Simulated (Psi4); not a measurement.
HSe (SMILES [SeH]), doublet, geometry from GFN2-xTB; CAM-B3LYP/def2-SVP run with Psi4.

Psi4 was given this input:
```
memory 2 GB

molecule {
0 2
Se   -0.00000000   -0.00000000   -0.04130131
H     0.00000000    0.00000000    1.40424442
}

set {
  basis def2-svp
  reference uks
}

energy('cam-b3lyp')
print_variables()
```

Output, abridged:

```
   => Loading Basis Set <=

    Name: DEF2-SVP
    Role: ORBITAL
    Keyword: BASIS

         ---------------------------------------------------------
                                   SCF
               by Justin Turney, Rob Parrish, Andy Simmonett
                          and Daniel G. A. Smith
                              UKS Reference
         ---------------------------------------------------------

  ==> Geometry <==

    Molecular point group: c2v
    Full point group: C_inf_v

    Geometry (in Angstrom), charge = 0, multiplicity = 2:

       Center              X                  Y                   Z               Mass
    ------------   -----------------  -----------------  -----------------  -----------------
         SE           0.000000000000     0.000000000000    -0.018002705353    79.916521800000
         H            0.000000000000     0.000000000000     1.427543024647     1.007825032230

  Running in c2v symmetry.

  Rotational constants: A = ************  B =      8.10570  C =      8.10570 [cm^-1]
  Rotational constants: A = ************  B = 243002.65395  C = 243002.65395 [MHz]
  Nuclear repulsion =   12.446527833318701

  Charge       = 0
  Multiplicity = 2
  Electrons    = 35
  Nalpha       = 18
  Nbeta        = 17

  ==> Algorithm <==

  SCF Algorithm Type is DF.
  DIIS enabled.
  MOM disabled.
  Fractional occupation disabled.
  Guess Type is SAD.
  Energy threshold   = 1.00e-06
  Density threshold  = 1.00e-06
  Integral threshold = 1.00e-12

  ==> Primary Basis <==

  Basis Set: DEF2-SVP
    Blend: DEF2-SVP
    Number of shells: 15
    Number of basis functions: 37
    Number of Cartesian functions: 40
    Spherical Harmonics?: true
    Max angular momentum: 2

  ==> DFT Potential <==

   => LibXC <=

    Version 7.1.2
    S. Lehtola, C. Steigemann, M. J. T. Oliveira, and M. A. L. Marques,  SoftwareX 7, 1–5 (2018) (10.1016/j.softx.2017.11.002)

   => Composite Functional: CAM-B3LYP <=

    CAM-B3LYP Hyb-GGA Exchange-Correlation Functional

    T. Yanai, D. P. Tew, and N. C. Handy,  Chem. Phys. Lett. 393, 51 (2004) (10.1016/j.cplett.2004.06.011)

    Deriv               =              1
    GGA                 =           TRUE
    Meta                =          FALSE

    Exchange Hybrid     =           TRUE
    MP2 Hybrid          =          FALSE

   => Exchange Functionals <=

    0.3500         Becke 88 [omega = 0.3300]
    0.4600   Short-range recipe for B88 functional - erf [omega = 0.3300]

   => Exact (HF) Exchange <=

    0.4600            HF,LR [omega = 0.3300]
    0.1900               HF

   => Correlation Functionals <=

    0.1900   Vosko, Wilk & Nusair (VWN5)
    0.8100   Lee, Yang & Parr

   => LibXC Density Thresholds  <==

    XC_HYB_GGA_XC_CAM_B3LYP:  1.00E-14

   => Molecular Quadrature <=

    Radial Scheme          =       TREUTLER
    Pruning Scheme         =           NONE
    Nuclear Scheme         =       TREUTLER

    Blocking Scheme        =         OCTREE
    BS radius alpha        =              1
    Pruning alpha          =              1
    Radial Points          =             75
    Spherical Points       =            302
    Total Points           =          42202
    Total Blocks           =            379
    Max Points             =            256
    Max Functions          =             37
    Weights Tolerance      =       1.00E-15

   => Loading Basis Set <=

    Name: (DEF2-SVP AUX)
    Role: JKFIT
    Keyword: DF_BASIS_SCF

  ==> Integral Setup <==

  SCF_SUBTYPE=INCORE selected. In-core MEM_DF algorithm will be used.
  Using in-core AOs.

  ==> MemDFJK: Density-Fitted J/K Matrices <==

    J tasked:                   Yes
    K tasked:                   Yes
    wK tasked:                  Yes
    Omega:                3.300E-01
    Algorithm:                 Core
    Schwarz Cutoff:           1E-12
    Mask sparsity (%):       0.0000
    Fitting Condition:        1E-10

   => Auxiliary Basis Set <=

  Basis Set: (DEF2-SVP AUX)
    Blend: DEF2-UNIVERSAL-JKFIT
    Number of shells: 66
    Number of basis functions: 284
    Number of Cartesian functions: 391
    Spherical Harmonics?: true
    Max angular momentum: 5

  Minimum eigenvalue in the overlap matrix is 4.3395891338E-02.
  Reciprocal condition number of the overlap matrix is 1.3776978558E-02.
    Using symmetric orthogonalization.

  ==> Pre-Iterations <==

  SCF Guess: Superposition of Atomic Densities via on-the-fly atomic UHF (no occupation information).

   -------------------------
    Irrep   Nso     Nmo
   -------------------------
     A1        18      18
     A2         3       3
     B1         8       8
     B2         8       8
   -------------------------
    Total      37      37
   -------------------------

  ==> Iterations <==

                           Total Energy        Delta E     RMS |[F,P]|

   @DF-UKS iter SAD: -2399.24452102863961   -2.39924e+03   0.00000e+00
   @DF-UKS iter   1: -2401.36795248275075   -2.12343e+00   8.39364e-02 DIIS/ADIIS
   @DF-UKS iter   2: -2401.52465233258681   -1.56700e-01   7.97825e-02 DIIS/ADIIS
   @DF-UKS iter   3: -2401.93922694527419   -4.14575e-01   6.75377e-03 DIIS/ADIIS
   @DF-UKS iter   4: -2401.94220143367011   -2.97449e-03   1.87744e-04 DIIS/ADIIS
   @DF-UKS iter   5: -2401.94220934145415   -7.90778e-06   3.38923e-05 DIIS
   @DF-UKS iter   6: -2401.94220983006289   -4.88609e-07   1.17773e-05 DIIS
   @DF-UKS iter   7: -2401.94220991413613   -8.40732e-08   4.05077e-06 DIIS
   @DF-UKS iter   8: -2401.94220993186718   -1.77311e-08   1.17497e-06 DIIS
   @DF-UKS iter   9: -2401.94220993332874   -1.46156e-09   1.64541e-07 DIIS
  Energy and wave function converged.

  ==> Post-Iterations <==

   Electrons on quadrature grid:
      Nalpha   =   17.9999994280 ; deviation = -5.720e-07
      Nbeta    =   16.9999994297 ; deviation = -5.703e-07
      Ntotal   =   34.9999988577 ; deviation = -1.142e-06

   @Spin Contamination Metric:   2.301267511E-03
   @S^2 Expected:                7.500000000E-01
   @S^2 Observed:                7.523012675E-01
   @S   Expected:                5.000000000E-01
   @S   Observed:                5.000000000E-01

    Orbital Energies [Eh]
    ---------------------

    Alpha Occupied:

       1A1  -453.915950     2A1   -58.126077     1B1   -52.198146
       3A1   -52.195091     1B2   -52.191823     4A1    -7.900124
       2B1    -5.853814     5A1    -5.846490     2B2    -5.834406
       6A1    -2.207949     3B1    -2.206852     1A2    -2.197225
       3B2    -2.192254     7A1    -2.190633     8A1    -0.786961
       9A1    -0.451416     4B1    -0.355501     4B2    -0.310250

    Alpha Virtual:

      10A1     0.068150    11A1     0.292601    12A1     0.385080
       5B1     0.487609     5B2     0.518850     2A2     0.526324
      13A1     0.527635     6B1     0.546360     6B2     0.578140
      14A1     0.650121    15A1     0.906763     7B1     1.590752
       7B2     1.600904    16A1     2.038667    17A1     3.098140
       3A2     3.099154     8B1     3.113722     8B2     3.139952
      18A1     3.256192

    Beta Occupied:

       1A1  -453.913825     2A1   -58.125057     3A1   -52.194313
       1B1   -52.193738     1B2   -52.191065     4A1    -7.896868
       5A1    -5.845057     2B1    -5.844832     2B2    -5.832984
       6A1    -2.202272     3B1    -2.201477     1A2    -2.191926
       3B2    -2.191392     7A1    -2.188593     8A1    -0.747566
       9A1    -0.440226     4B2    -0.297368

    Beta Virtual:

       4B1    -0.114242    10A1     0.075606    11A1     0.306094
      12A1     0.390364     5B2     0.525278     5B1     0.530202
       2A2     0.569658    13A1     0.570792     6B1     0.581159
       6B2     0.584286    14A1     0.655183    15A1     0.917303
       7B1     1.596080     7B2     1.599690    16A1     2.042025
      17A1     3.116775     3A2     3.116799     8B1     3.131555
       8B2     3.143499    18A1     3.262827

    Final Occupation by Irrep:
             A1    A2    B1    B2
    DOCC [     9,    1,    3,    4 ]
    SOCC [     0,    0,    1,    0 ]
    NA   [     9,    1,    4,    4 ]
    NB   [     9,    1,    3,    4 ]

  @DF-UKS Final Energy: -2401.94220993332874

   => Energetics <=

    Nuclear Repulsion Energy =             12.4465278333187008
    One-Electron Energy =               -3368.0831981896976686
    Two-Electron Energy =                1022.1483735197264195
    DFT Exchange-Correlation Energy =     -68.4539130966758620
    Empirical Dispersion Energy =           0.0000000000000000
    VV10 Nonlocal Energy =                  0.0000000000000000
    Total Energy =                      -2401.9422099333287406

  UHF NO Occupations:
  HONO-2 :    8 A1 1.9998721
  HONO-1 :    9 A1 1.9990074
  HONO-0 :    4 B1 1.0000000
  LUNO+0 :   10 A1 0.0009926
  LUNO+1 :   11 A1 0.0001279
  LUNO+2 :    5 B2 0.0000204
  LUNO+3 :    5 B1 0.0000049

Computation Completed

Properties will be evaluated at   0.000000,   0.000000,   0.000000 [a0]

Properties computed using the SCF density matrix

 Multipole Moments:

 ------------------------------------------------------------------------------------
     Multipole            Electronic (a.u.)      Nuclear  (a.u.)        Total (a.u.)
 ------------------------------------------------------------------------------------

 L = 1.  Multiply by 2.5417464519 to convert [e a0] to [Debye]
 Dipole X            :          0.0000000            0.0000000            0.0000000
 Dipole Y            :          0.0000000            0.0000000            0.0000000
 Dipole Z            :         -1.2662621            1.5409791            0.2747171
 Magnitude           :                                                    0.2747171

 ------------------------------------------------------------------------------------

  Variable Map:
  ----------------------------------------------------------------------------
  "CURRENT ENERGY"              =>   -2401.942209933329
  "CURRENT REFERENCE ENERGY"    =>   -2401.942209933329
  "DD SOLVATION ENERGY"         =>       0.000000000000
  "DFT FUNCTIONAL TOTAL ENERGY" =>   -2401.942209933329
  "DFT TOTAL ENERGY"            =>   -2401.942209933329
  "DFT VV10 ENERGY"             =>       0.000000000000
  "DFT XC ENERGY"               =>     -68.453913096676
  "GRID ELECTRONS ALPHA"        =>      17.999999428042
  "GRID ELECTRONS BETA"         =>      16.999999429667
  "GRID ELECTRONS TOTAL"        =>      34.999998857708
  "NUCLEAR REPULSION ENERGY"    =>      12.446527833319
  "ONE-ELECTRON ENERGY"         =>   -3368.083198189698
  "PCM POLARIZATION ENERGY"     =>       0.000000000000
  "PE ENERGY"                   =>       0.000000000000
  "SCF ITERATION ENERGY"        =>   -2401.942209933329
  "SCF ITERATIONS"              =>       9.000000000000
  "SCF TOTAL ENERGY"            =>   -2401.942209933329
  "TWO-ELECTRON ENERGY"         =>    1022.148373519726
  "XC GRID RADIAL POINTS"       =>      75.000000000000
  "XC GRID SPHERICAL POINTS"    =>     302.000000000000
  "XC GRID TOTAL POINTS"        =>   42202.000000000000

  Array Variable Map:
  ----------------------------------------------------------------------------
  "CURRENT DIPOLE"              =>       0.000000000000 ... 0.274717070492 1 by 3
  "SCF DIPOLE"                  =>       0.000000000000 ... 0.274717070492 1 by 3
  "SCF TOTAL ENERGIES"          =>   -2399.244521028640 ... -2401.942209933329 1 by 10
```
